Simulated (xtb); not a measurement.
pent-1-en-4-yne (C₅H₆), SMILES C#CCC=C. All values are semi-empirical tight-binding results from xtb (GFN2-xTB unless named), good for trends rather than for accurate numbers. The structure is a stationary point at GFN2-xTB. Other conformers were not sampled.

```json
{
  "orbital_gap": "5.25 eV",
  "dipole_moment": "0.55 D",
  "zero_point_energy": "54.8 kcal/mol",
  "G − E(el) at 298.15 K (modified RRHO)": "36.6 kcal/mol",
  "static polarisability (D4 model)": "57.3 bohr³",
  "solvation energy, GFN2-xTB/ALPB(water)": "-1.2 kcal/mol",
  "solvation energy, GFN2-xTB/ALPB(benzene)": "-4.5 kcal/mol"
}
```

Computed IR lines (harmonic; lines under 4 % of the strongest left out, lines within 3 cm⁻¹ merged):
ν (cm⁻¹): 619 (w), 640 (m), 669 (m), 892 (m), 903 (w), 940 (w), 1016 (w), 1021 (m), 1100 (w), 1175 (w), 1299 (w), 1414 (w), 1434 (w), 1718 (m), 2295 (m), 2922 (s), 2962 (s), 3061 (s), 3096 (s), 3124 (vs), 3398 (w) (against the strongest line: vs over 80 %, s over 45 %, m over 15 %, w over 4 %, vw less)
